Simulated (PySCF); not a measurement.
Molecule: C4H7O, net charge 0, doublet state. It need not be the lowest isomer of its formula. 
Coordinates optimised at B3LYP-D3(BJ)/def2-TZVP (Ansatz):
SMILES: CC[CH]C=O
```xyz
12

C     -2.1324    -0.2567    -0.0089
C     -0.8336     0.2921    -0.6231
C      0.3179    -0.6146    -0.4117
C      1.4949    -0.2370     0.2967
O      1.6679     0.8773     0.7952
H     -2.3837    -1.2361    -0.4206
H     -2.9630     0.4198    -0.2140
H     -2.0355    -0.3586     1.0726
H     -0.5978     1.2718    -0.2078
H     -0.9868     0.4204    -1.7022
H      0.2638    -1.6290    -0.7956
H      2.2785    -1.0100     0.3881
```
Charge 0, spin multiplicity 2.

Dispersion corrections to the total energy (kcal/mol) from the dftd3 and dftd4 libraries through PySCF: D3(BJ) without and D4 with the three-body term, each with the damping fitted for the functional named.

```
functional  D3(BJ)      D4
----------  ------  ------
LC-wPBE      -4.55   -5.07
CAM-B3LYP    -3.71   -3.84
revPBE         [?]  -16.29
B2GP-PLYP    -2.68   -1.92
PBE          -5.12     [?]
HF          -40.73  -17.77
PW6B95         [?]   -3.97
```

Problem. Fill in the missing entries.

Solution. 
- revPBE, D3(BJ): -13.33
- PBE, D4: -4.62
- PW6B95, D3(BJ): -2.30
